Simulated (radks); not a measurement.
The numbers below are computed, except where a source is named.
Species: Os2+. Configuration: [Xe] 4f13.5 5d6.5 (fractional occupations, a model configuration). Code: a radial shooting solver on a logarithmic mesh with Libxc functionals. Model: scalar-relativistic Kohn-Sham, PBEsol, spin-polarised, spherical densities, finite nucleus; open shells are filled with parallel spins first (spin-orbit coupling, left out, can overturn this in heavy ions); Fermi nuclear charge, rms radius 5.4126 fm.

Radial electron density D(r) = 4 pi r^2 rho(r):

```
   r/bohr * D(r) (the largest magnitude, 139, reaches the edge; | marks zero)
 0.001179 |   *
 0.001573 |      *
 0.002098 |         *
 0.002798 |             *
 0.003732 |                   *
 0.004978 |                          *
 0.006639 |                                 *
 0.008855 |                                      *
  0.01181 |                                        *
  0.01575 |                                       *
  0.02101 |                                    *
  0.02802 |                                     *
  0.03738 |                                              *
  0.04985 |                                                      *
  0.06596 |                                                    *
  0.08797 |                                           *
   0.1173 |                                             *
   0.1565 |                                                  *
   0.2087 |                                      *
   0.2784 |                          *
   0.3713 |                               *
   0.4952 |                          *
   0.6605 |             *
    0.881 |       *
    1.175 |     *
    1.567 |  *
     2.09 |*
    2.788 *
    3.718 *
    4.959 *
```

D(r) has 4 maxima, at r = 0.0119, 0.0549, 0.152, 0.399 bohr, and minima at 0.0229, 0.0984, 0.283 bohr, inside which lie 1.89, 11.06, 29.92 electrons.
